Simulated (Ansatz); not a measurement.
`[F][Ga]([F])[SH]` + NH₃ → `[NH2][Ga]([F])[F]` + H₂S at 400 K and 1 bar (ligand exchange at a Ga–S bond).

Calculated with Ansatz (gas phase, PBE0-D4/def2-TZVP geometries, no zero-point term in ΔE). CCSD(T)/CBS is the MP2 limit (def2-TZVPP, def2-QZVPP) plus CCSD(T) − MP2 in def2-TZVPP, frozen cores. This one scheme is used for every species. For Ga outer-core shells are correlated without core-valence functions, which leaves a few kJ/mol of doubt a bond. Scalar relativity is left out up to krypton. One conformer a species, not always the lowest.

```tsv
species	CCSD(T)/CBS energy (Eh)	H − E (kJ/mol)	S (J/(mol·K))
`[F][Ga]([F])[SH]`	-2522.02273	62.2	352.9
NH₃	-56.50880	104.2	203.1
`[NH2][Ga]([F])[F]`	-2179.54122	104.6	348.2
H₂S	-398.97279	53.4	215.9
```

H − E and S are ideal-gas, rigid-rotor, harmonic terms from PBE0-D4/def2-TZVP, for one conformer and one mirror image of each species. 1 Eh = 2625.50 kJ/mol, R = 8.31446 J/(mol·K).

Problem. By hand: ΔE, ΔH, ΔS and ΔG.

Solution. ΔE = (-2179.54122) + (-398.97279) − (-2522.02273) − (-56.50880) = 0.01752 Eh = 46.0 kJ/mol. Δ(H − E) = 104.6 + 53.4 − 62.2 − 104.2 = -8.4, so ΔH = 37.6 kJ/mol. ΔS = 348.2 + 215.9 − 352.9 − 203.1 = 8.1 J/(mol·K). ΔG = 37.6 − 400 × (8.1)/1000 = 34.4 kJ/mol.

Problem. By hand: the equilibrium constant, and the temperature at which ΔG would vanish if ΔH and ΔS stayed fixed.

Solution. log₁₀ K = −ΔG/(RT ln 10) = -4.5. ΔG = 0 at ΔH/ΔS = 4642 K, far beyond where these terms or the molecules hold.

The number of gas molecules stays the same, so ΔS is small and ΔH decides. A doubt of 5 kJ/mol in ΔE shifts log₁₀ K by 0.7 here. Other conformers and mirror images would add mixing entropy, several J/(mol·K) or more a flexible species. These are equilibria of isolated gas molecules and say nothing of rates. Largest T1 diagnostic: 0.014 (customary marks: 0.02 for closed shells, 0.045 for open ones).
